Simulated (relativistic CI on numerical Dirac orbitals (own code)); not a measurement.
# Mn5+: resonant inelastic scattering at the M2,3 edge

Computed with this model: Dirac-Coulomb-Breit CI, separate exchange-only KLI orbitals for each configuration, QED by a radiative potential, valence Slater integrals scaled by 0.8, Kramers-Heisenberg scattering through one core-hole configuration in a parametric crystal field; configurations [Ar] 3d2 → [Ne] 3s2 3p5 3d3; 300 K; core-hole width 0.8 eV; summed over polarisations. Incident energies are the highest absorption maxima for each field (at most a few, so the weaker spin-orbit partner edge can be absent), on the computed scale of the free ion. Intensities are in per cent of the strongest line above 0.02 eV; levels within 1 cm⁻¹ are merged; final levels count from the ground level, the first row holds all elastic scattering, lines under 0.4 are left out and each table stops after 24 rows. The scale of the Slater integrals is a model choice and moves the terms in proportion.

Field parameters in Wybourne normalisation: D3d B²₀ = −7Dσ, B⁴₀ = −14Dq − 21Dτ, B⁴₃ = −14√(10/7) Dq. The field is a parameter set, without covalency.

S is read from ⟨S²⟩ = S(S + 1).

D3d, 10Dq = 24350, Dσ = -1200, Dτ = -310 cm⁻¹:

```
Final level (eV)  Degeneracy  Irrep     S  60.2 eV  66.5 eV  67.8 eV
           0.000           1     A1  1.00    161.2    348.3     66.3
           0.002           2      E  1.00      0.9      3.8      0.0
           0.565           2      E  1.00     13.8     88.0     11.1
           0.606           2      E  1.00     11.2    100.0     13.7
           0.643           1     A2  1.00      2.5     34.8      6.8
           0.647           1     A1  1.00      2.4     48.4      7.5
           1.972           2      E  0.01      1.4      2.9      0.3
           2.588           1     A1  0.04      0.3      1.6      0.2
           2.633           2      E  0.08      1.4      2.0      1.1
           2.789           1     A2  1.00     15.4      7.4      6.1
           2.798           2      E  0.97     23.8     19.4     12.8
           3.059           1     A2  1.00      5.3     16.1      6.3
           3.065           1     A1  0.99      4.8     18.9      6.3
           3.078           2      E  1.00     10.7     25.5     14.9
           3.093           2      E  1.00      6.4     15.6     15.8
           4.557           1     A1  1.00      0.3     13.6     11.6
           4.562           2      E  1.00      0.7     25.3     22.9
           4.795           1     A1  0.08      0.3      0.6      0.3
           5.085           1     A2  1.00      0.4      8.9      3.9
           5.095           1     A1  0.97      0.3     10.3      3.8
           5.097           2      E  0.94      0.8     18.5      9.0
           5.115           2      E  0.97      0.8     23.1     10.7
           5.154           1     A1  0.03      0.3      1.0      0.4
           5.204           2      E  0.23      0.6      5.4      1.8
```

D3d, 10Dq = 24350, Dσ = -860, Dτ = -310 cm⁻¹:

```
Final level (eV)  Degeneracy  Irrep     S  60.2 eV  66.5 eV  70.8 eV
           0.000           1     A1  1.00    145.2    329.9     20.6
           0.002           2      E  1.00      1.1      4.5      0.0
           0.485           2      E  1.00     14.1     86.6      8.8
           0.526           2      E  1.00     11.6    100.0     10.4
           0.562           1     A2  1.00      2.7     35.4      5.1
           0.567           1     A1  1.00      2.7     47.9      5.1
           1.990           2      E  0.01      1.2      2.4      0.3
           2.544           1     A1  0.04      0.3      1.6      0.2
           2.547           2      E  0.04      0.8      1.4      0.3
           2.775           1     A2  1.00     13.6      7.8      6.0
           2.782           2      E  0.99     21.7     19.1     11.5
           3.006           1     A2  1.00      5.1     13.9      5.4
           3.012           1     A1  0.99      4.5     15.9      5.4
           3.024           2      E  1.00     10.4     21.3     12.7
           3.037           2      E  1.00      6.4     12.7     12.4
           4.583           1     A1  0.98      0.3     13.1     12.8
           4.590           2      E  1.00      0.6     24.5     24.2
           4.687           1     A1  0.11      0.3      0.8      1.2
           4.967           1     A2  1.00      0.4      6.8     12.0
           4.976           1     A1  0.97      0.3      8.4     11.2
           4.984           2      E  0.99      0.9     15.3     26.9
           5.000           2      E  0.99      0.8     19.2     26.3
           5.105           1     A1  0.04      0.2      1.2      0.2
           5.186           2      E  0.08      0.5      3.0      1.6
```

For the first field the strongest loss at the lowest incident energy is the level at 2.80 eV (S = 0.97, against 1.00 in the thermal ground state).
